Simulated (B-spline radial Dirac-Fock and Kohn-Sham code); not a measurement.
# The Kβ1 (K-M3) line from Rh to Te

Level of theory: Dirac-Fock ΔSCF + Breit + QED; a radial finite-basis atomic code. Free neutral atoms. No correlation.

The screening constant σ is defined by E = 0.8889·Ry·(Z − σ)², the hydrogen-like form of Moseley's law.

| Z | element | computed (eV) | tabulated (eV) | √E | σ |
| --- | --- | --- | --- | --- | --- |
| 45 | Rh | 22720.3 | 22723.7 | 150.73 | 1.66 |
| 46 | Pd | 23815.6 | 23818.8 | 154.32 | 1.62 |
| 47 | Ag | 24938.9 | 24942.6 | 157.92 | 1.59 |
| 48 | Cd | 26090.9 | 26094.7 | 161.53 | 1.55 |
| 49 | In | ? | ? | ? | ? |
| 50 | Sn | 28482.0 | 28485.7 | 168.77 | 1.47 |
| 51 | Sb | 29721.6 | 29725.6 | 172.40 | 1.43 |
| 52 | Te | 30991.0 | 30995.1 | 176.04 | 1.38 |

Q: Estimate the missing row, In.

A: Computed 27271.9 eV, tabulated 27275.6 eV, √E = 165.14, σ = 1.51.

Tabulated energies: xraylib 4.2 line table, elements in their standard states.
